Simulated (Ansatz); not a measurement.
Consider the formal exchange of groups at the Se–C bond: `CSC[SeH]` + SiH₄ → `[SiH3][SeH]` + `CSC`.

Program: Ansatz. Geometries: PBE0-D4/def2-TZVP. ΔE: electronic, gas phase. CBS: MP2 limit from def2 TZ/QZ plus the TZ coupled-cluster correction, frozen cores. This one scheme is used for every species. DFT in def2-TZVPP. B3LYP here is the variant with VWN-RPA as its local correlation; programs differ in this. For Se outer-core shells are correlated without core-valence functions, which leaves a few kJ/mol of doubt a bond. Scalar relativity is left out up to krypton. Each species was taken in one conformer, which may not be the lowest.

CCSD(T)/CBS gives -100.3 kJ/mol.

Question: Another level gave -105.8 kJ/mol. Which?
A. PBE0/def2-TZVPP
B. ωB97M-V/def2-TZVPP
C. HF/def2-TZVPP
D. B3LYP-D4/def2-TZVPP

Answer: A. PBE0 -105.8, B3LYP-D4 -96.4, ωB97M-V -100.9, HF/def2-TZVPP -112.5 kJ/mol.

Largest T1 diagnostic among the species: 0.011.

The D4 term adds +6.2 kJ/mol with B3LYP and +3.3 kJ/mol with PBE0; it sums over pairs of atoms, weighted by their polarisabilities, and B3LYP, whose exchange is more repulsive, gets the larger term. From PBE to PBE0 (25 % exact exchange), in def2-TZVPP and without D4, ΔE moves by −5.6 kJ/mol.
